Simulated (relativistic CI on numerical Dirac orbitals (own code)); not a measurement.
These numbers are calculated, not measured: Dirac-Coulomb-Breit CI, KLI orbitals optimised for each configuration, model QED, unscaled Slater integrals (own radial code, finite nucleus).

Configuration list (outside the closed core [Ne]): 3s²3p⁶3d⁶, 3s²3p⁵3d⁷, 3s²3p⁴3d⁸, 3s3p⁶3d⁷, 3p⁶3d⁸, 3s3p⁵3d⁸, 3s²3p⁶3d⁵4s, 3s²3p⁶3d⁵4p, 3s²3p⁶3d⁵4d, 3s²3p⁴3d⁷4s, 3s²3p⁶3d⁵4f, 3s²3p⁵3d⁶4s, 3s²3p⁴3d⁷4p, 3s²3p⁵3d⁶4p, 3s²3p⁶3d⁴4s², 3s²3p⁴3d⁷4d, 3s3p⁵3d⁷4s, 3s²3p⁶3d⁴4s4p, 3s²3p⁶3d⁵5s, 3s3p⁶3d⁶4s, 3s²3p⁶3d⁵5p, 3p⁶3d⁷4s, 3s3p⁶3d⁶4p, 3p⁶3d⁷4p, 3s²3p⁵3d⁵4s², 3s²3p⁶3d⁵5f, 3p⁶3d⁷4d, 3s²3p⁶3d⁵6s. Levels of other configurations are missing.

At this charge energies of transitions that change n are usually good to better than 1 %, and those within a shell (Δn = 0) to a few per cent. Terms inside the open d or f shell come out 10 to 20 % too wide with unscaled integrals.

Outline of the computed level scheme of In XXVI. Lowest level of each configuration: 3s²3p⁶3d⁶ ⁵D4 at 0.000 eV; 3s²3p⁵3d⁷ ⁵G°6 at 184.725 eV.

Some strong electric-dipole decays among the lowest 45 levels: 3s²3p⁵3d⁷ ⁵F°5 → 3s²3p⁶3d⁶ ⁵D4 (9.3e+10 s⁻¹); 3s²3p⁵3d⁷ ³D°2 → 3s²3p⁶3d⁶ ⁵D1 (4.5e+10 s⁻¹); 3s²3p⁵3d⁷ ⁵D°4 → 3s²3p⁶3d⁶ ⁵D3 (3.5e+10 s⁻¹); 3s²3p⁵3d⁷ ³D°2 → 3s²3p⁶3d⁶ ⁵D2 (2.6e+10 s⁻¹); 3s²3p⁵3d⁷ ³D°3 → 3s²3p⁶3d⁶ ⁵D2 (2.4e+10 s⁻¹); 3s²3p⁵3d⁷ ⁵D°4 → 3s²3p⁶3d⁶ ⁵D4 (2.2e+10 s⁻¹); 3s²3p⁵3d⁷ ⁵G°3 → 3s²3p⁶3d⁶ ⁵D2 (1.8e+10 s⁻¹); 3s²3p⁵3d⁷ ⁵G°5 → 3s²3p⁶3d⁶ ⁵D4 (1.7e+10 s⁻¹).

LS names give the leading component of a level, which can be under half, so a name can repeat, a term be missing and a line seem to break the LS rules.
